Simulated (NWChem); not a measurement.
System: AlH3S; SMILES [AlH2][SH]

All runs: NWChem. Pople sets run with spherical d functions. Geometry: optimised at PBE0/def2-SVP. Vertical excitations in the gas phase; the lowest state need not have the same character in each row.

```json
[
 {"level": "PBE/6-31+G*, TDA", "lowest excitation, singlet (eV)": "5.08", "orbital gap (eV)": "?"},
 {"level": "B3LYP/6-31+G*, TDA", "lowest excitation, singlet (eV)": "5.39", "orbital gap (eV)": "5.89"},
 {"level": "LDA (Slater exchange, VWN5)/6-31+G*, TDA", "lowest excitation, singlet (eV)": "5.07", "orbital gap (eV)": "4.37"},
 {"level": "Hartree-Fock/6-31+G*, CIS", "lowest excitation, singlet (eV)": "6.76", "orbital gap (eV)": "11.34"}
]
```

### Question
Fill in the missing entries.

### Answer

- PBE/6-31+G*, TDA, orbital gap (eV): 4.46
